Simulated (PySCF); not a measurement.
An EPR job on `F[C@@]1(Cl)[CH][C@]12C[C@H](F)C2` [radical].

Method: UKS B3LYP, pcH-1 on C Cl F H, non-relativistic, mean-field spin-orbit, GIAO (PySCF 2.14.0). Geometry: GFN2-xTB. A driver script takes a list of jobs; this job's settings line and coordinates (Å) are shown.

Command:
```bash
OMP_NUM_THREADS=1 python probes_run.py task.json out
```

Input:
```
{"job": {"kind": "epr", "basis": "pcH-1"}, "charge": 0, "multiplicity": 2}
F      2.268736    -1.253632     0.798732
C      1.831342    -0.068985     0.303777
Cl     2.498084     1.255059     1.270047
C      1.554677     0.109481    -1.106299
C      0.407026    -0.005661    -0.219433
C     -0.691147     1.016783     0.076941
C     -1.722776    -0.119805     0.052971
F     -2.455664    -0.235453     1.203682
C     -0.598910    -1.155192    -0.086221
H      1.865711     0.853199    -1.805524
H     -0.823783     1.799211    -0.665754
H     -0.582659     1.460505     1.065376
H     -2.438498    -0.089468    -0.772020
H     -0.660500    -1.808775    -0.952317
H     -0.456053    -1.749278     0.814131
```

Output:
```
UKS, coarse grid
  cycle   1  E = -891.91253837  |g| = 5.37e-01
  cycle   2  E = -891.80120405  |g| = 8.19e-01
  cycle   3  E = -892.01102913  |g| = 6.83e-02
  cycle   4  E = -892.01261030  |g| = 4.00e-02
  cycle   5  E = -892.01334946  |g| = 1.02e-02
  cycle   6  E = -892.01341425  |g| = 4.60e-03
  cycle   7  E = -892.01343063  |g| = 1.40e-03
  cycle   8  E = -892.01343211  |g| = 9.72e-04
UKS, final grid
  cycle   1  E = -892.01340384  |g| = 1.26e-03
  cycle   2  E = -892.01340310  |g| = 1.84e-03
  cycle   3  E = -892.01340455  |g| = 1.56e-04
  cycle   4  E = -892.01340456  |g| = 4.32e-05
  cycle   5  E = -892.01340457  |g| = 3.09e-05
  cycle   6  E = -892.01340457  |g| = 6.79e-06
E = -892.01340457 Eh   <S^2> = 0.7540 (exact 0.7500)
g shifts (ppm)      1          2          3
  rmc          -168       -168       -168
  gc             41         33         11
  oz_so        -448        601       2737
  total        -575        466       2580
hyperfine (MHz)  atom isotope    a_iso     a_fc   dipolar eigenvalues
    0   19F      88.08      88.07    -55.28    -43.86     99.14
    1   13C     -23.96     -24.01     -9.29     -0.73     10.02
    2  35Cl       3.12       2.99     -9.81     -7.61     17.42
    3   13C     216.51     216.61    -72.09    -69.22    141.31
    4   13C     -27.42     -27.43     -6.44      0.74      5.70
    5   13C      32.76      32.76     -4.96     -4.58      9.54
    6   13C      -3.11      -3.12     -0.78     -0.20      0.98
    7   19F      -0.10      -0.12     -5.71     -4.11      9.82
    8   13C      56.68      56.68     -7.23     -7.14     14.37
    9    1H     -31.32     -31.33    -32.53     -3.77     36.30
   10    1H      -3.53      -3.53     -3.80     -1.67      5.47
   11    1H      13.07      13.07     -3.32     -0.41      3.73
   12    1H       0.04       0.04     -1.35     -1.07      2.42
   13    1H      -1.00      -0.99     -5.53     -0.66      6.19
   14    1H      -5.96      -5.96     -4.03     -2.14      6.17
```

rmc, gc and oz_so are the mass-correction, gauge-correction and orbital-Zeeman/spin–orbit parts of the g shift along its three principal axes; a_iso is the isotropic hyperfine coupling and a_fc its Fermi-contact part. The program numbers atoms from 0.

Question: Get g_iso from the total shifts.

Answer: Their mean is 824 ppm; added to g_e = 2.002319 it gives 2.00314.

Main results: ⟨S²⟩ 0.754; g_iso 2.0031.

Geometry: GFN2-xTB; no solvent, vibrations or thermal averaging.

Question: Estimate the wall time. Hardware: Intel Xeon Platinum 8488C, one thread, no GPU (shared host). And the peak memory of the process?

Answer: About 1.7 min (density and orbital grids were written too), with 0.97 GiB resident at the peak, the Python interpreter and its libraries included.
Labels such as C1 count atoms from 1, the log's own numbers from 0.
